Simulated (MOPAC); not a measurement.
Job for MOPAC: PM3 on CdF2 (SMILES [F][Cd][F]), a point of a bond scan (R = 5.220 Å).

```
PM3 1SCF PRECISE CHARGE=0 THREADS=1
CdF2

Cd     0.00000000 1     0.00000000 1     0.00000000 1
F     -0.00000000 1    -0.00000000 1    -5.22043126 1
F      0.00000000 1     0.00000000 1     1.93349306 1
```

It printed:

```
*******************************************************************************
 **                                                                           **
 **                              MOPAC v23.2.5                                **
 **                                                                           **
 *******************************************************************************
 ** MOPAC's Digital Object Identifier: https://doi.org/10.5281/zenodo.6511958 **
 **                                                                           **
 ** Please cite the open-source release paper for use of this MOPAC version:  **
 ** J. E. Moussa and J. J. P. Stewart (2026)                                  **
 ** MOPAC: An open-source semiempirical molecular orbital program             **
 ** J. Open Source Softw., 11(119), 8025, https://doi.org/10.21105/joss.08025 **
 *******************************************************************************

                              PM3 CALCULATION RESULTS

 *******************************************************************************
 *  PM3        - The PM3 Hamiltonian to be used
 *
 *
 *
 *                 CHARGE ON SYSTEM = 0
 *
 *
 *
 *  PRECISE    - TIGHTER CRITERIA TO BE USED
 *  1SCF       - DO 1 SCF AND THEN STOP
 *  THREADS=1  - MULTI-THREADING NOT USED
 *  T=         - A TIME OF 172800.0 SECONDS REQUESTED
 *  DUMP=N     - RESTART FILE WRITTEN EVERY 7200.0 SECONDS REQUESTED
 *******************************************************************************
PM3 1SCF PRECISE CHARGE=0 THREADS=1
 CdF2

   ATOM   CHEMICAL          X               Y               Z
  NUMBER   SYMBOL      (ANGSTROMS)     (ANGSTROMS)     (ANGSTROMS)

     1      Cd          0.00000000  *   0.00000000  *   0.00000000  *
     2       F         -0.00000000  *  -0.00000000  *  -5.22043126  *
     3       F          0.00000000  *   0.00000000  *   1.93349306  *



          CARTESIAN COORDINATES

    NO.       ATOM           X           Y           Z

     1        Cd          0.0000      0.0000      0.0000
     2         F         -0.0000     -0.0000     -5.2204
     3         F          0.0000      0.0000      1.9335

  F: (PM3): J. J. P. STEWART, J. COMP. CHEM. 10, 209 (1989).
 Cd: (PM3): J. J. P. STEWART, J. COMP. CHEM. 12, 320-341 (1991).

           Empirical Formula: Cd F2  =     3 atoms



      MOLECULAR POINT GROUP   :   C*v


      RHF CALCULATION, NO. OF DOUBLY OCCUPIED LEVELS = 8


 -------------------------------------------------------------------------------
 PM3 1SCF PRECISE CHARGE=0 THREADS=1
 CdF2



     1SCF WAS SPECIFIED, SO BFGS WAS NOT USED
     SCF FIELD WAS ACHIEVED


                              PM3 CALCULATION
                                                       MOPAC v23.2.5 Linux




          FINAL HEAT OF FORMATION =         89.76847 KCAL/MOL =     375.59129 KJ/MOL


          COSMO AREA              =         99.80 SQUARE ANGSTROMS
          COSMO VOLUME            =         65.78 CUBIC ANGSTROMS

          IONIZATION POTENTIAL    =          6.701555 EV
          HOMO LUMO ENERGIES (EV) =         -6.702 -4.036
          NO. OF FILLED LEVELS    =          8
          MOLECULAR WEIGHT        =        150.4068         POINT GROUP:  C*v

          MOLECULAR DIMENSIONS (Angstroms)

            Atom       Atom       Distance
            F     3    F     2     7.15392
            F     3    F     2     0.00000
           Cd     1    F     2     0.00000


          SCF CALCULATIONS        =          1





   ATOM   CHEMICAL          X               Y               Z
  NUMBER   SYMBOL      (ANGSTROMS)     (ANGSTROMS)     (ANGSTROMS)

     1      Cd          0.00000000  *   0.00000000  *   0.00000000  *
     2       F         -0.00000000  *  -0.00000000  *  -5.22043126  *
     3       F          0.00000000  *   0.00000000  *   1.93349306  *

                             CARTESIAN COORDINATES

   1   Cd        0.000000000     0.000000000     0.000000000
   2    F       -0.000000000    -0.000000000    -5.220431260
   3    F        0.000000000     0.000000000     1.933493060


           Empirical Formula: Cd F2  =     3 atoms



      MOLECULAR POINT GROUP   :   C*v


                  EIGENVALUES
 -19.23386 -15.22441 -15.00459 -15.00459 -11.79114  -7.95729  -7.95729  -6.70155
  -4.03637  18.55504  18.55504  19.57559


              NET ATOMIC CHARGES AND DIPOLE CONTRIBUTIONS

  ATOM NO.   TYPE          CHARGE      No. of ELECS.   s-Pop       p-Pop
    1         Cd           1.298760        0.7012     0.64906     0.05218
    2          F          -0.771235        7.7712     2.00000     5.77123
    3          F          -0.527525        7.5275     1.77720     5.75033
 DIPOLE           X         Y         Z       TOTAL
 POINT-CHG.     0.000     0.000    14.439    14.439
 HYBRID         0.000     0.000    -1.266     1.266
 SUM            0.000     0.000    13.174    13.174


          ATOMIC ORBITAL ELECTRON POPULATIONS

     Atom    s        px        py        pz
    1 Cd   0.64906   0.00382   0.00382   0.04454
    2  F   2.00000   2.00000   2.00000   1.77123
    3  F   1.77720   1.99618   1.99618   1.75797

 **********************
 *                    *
 * JOB ENDED NORMALLY *
 *                    *
 **********************




 == MOPAC DONE ==
```

The run finished.

Cost: around 0.020 core-seconds (rough).
